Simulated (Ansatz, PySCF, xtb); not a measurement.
Stretching the C2–H3 bond in C2H6Si (SMILES C[Si]C) (multiplicity 1 held, fragments rigid). Energies count from the point at 1.100 Å.
Geometry at that point (charge 0, multiplicity 1):
```csv
atom,x (Å),y (Å),z (Å)
Si,0.2150,-0.1003,0.7165
C,0.5319,1.3337,-0.4970
H,-0.4013,1.9155,-0.5328
H,0.7306,1.0042,-1.5213
H,1.3226,2.0111,-0.1729
C,-0.8153,-1.2015,-0.4475
H,-0.0971,-1.6831,-1.1278
H,-1.5109,-0.6402,-1.0788
H,-1.3537,-1.9966,0.0694
```

R- and RO- levels are restricted; in cc, def2 and unpolarised 6-31G sets they are followed outwards from rest. Active spaces are followed from a long bond inwards. Left out are points that failed, MP2 points that dive below the minimum, coupled-cluster points behind a jump of the amplitudes or a sharp parting from full CI or MRCI, small-basis points behind a change of solution, and semi-empirical points at long bonds. Curves can end on different states.

Correlated levels freeze the cores. Rows in 3-21G, 6-31G* carry no dispersion term and start afresh at each structure (6-31G* with six Cartesian d functions).

Codes used: Ansatz (Gaussian basis) for Hartree–Fock, density functionals and correlated methods; PySCF for 3-21G rows, 6-31G* rows; xtb for the GFN methods. Each number belongs to the level named beside it. The GFN methods have no spin term and hold the electronic entropy of 300 K.

Energies in kcal/mol.

| R (Å) | GFN2-xTB | R-HF/3-21G | R-BP86/6-31G* | R-r2SCAN/cc-pV(T+d)Z | R-B3LYP/6-31G* | SC-NEVPT2 on CASSCF(2,2)/cc-pV(T+d)Z |
|---|---|---|---|---|---|---|
| 0.880 | (withheld) | 28.4 | 30.6 | 27.6 | 29.1 | 28.5 |
| 0.990 | 4.7 | 5.3 | 6.6 | 5.4 | 5.9 | 5.9 |
| 1.100 | 0.0 | 0.0 | 0.0 | 0.0 | 0.0 | 0.0 |
| 1.210 | 3.7 | 4.2 | 2.6 | 3.5 | 3.3 | 3.2 |
| 1.320 | (withheld) | 13.2 | 10.0 | 11.7 | 11.3 | 11.0 |
| 1.485 | 25.8 | 30.6 | 24.8 | 27.6 | 27.0 | 26.5 |
| 1.650 | 41.0 | 49.6 | 40.5 | 44.2 | 43.5 | 42.5 |
| 1.925 | 63.5 | 80.3 | 64.1 | 69.1 | 68.5 | 65.8 |
| 2.201 | (withheld) | 107.3 | 82.9 | 88.8 | 88.8 | 82.7 |
| 2.531 | 95.1 | 134.3 | 99.1 | 105.9 | 107.1 | 95.0 |
| 2.971 | 106.2 | 162.2 | 112.9 | 120.5 | 123.5 | 102.5 |
| 3.521 | 112.1 | 186.9 | left out | 130.6 | left out | 105.3 |

**Question.** Complete the blanks.

**Answer.** 
- 2.201, GFN2-xTB: 80.7
- 1.320, GFN2-xTB: 11.5
- 0.880, GFN2-xTB: 26.4

Doubts at one or more of the structures used: a restricted determinant that unrestricted orbitals would lower (R-HF/3-21G, R-BP86/6-31G*, R-r2SCAN/cc-pV(T+d)Z, R-B3LYP/6-31G*).

Ansatz is an electronic-structure program.
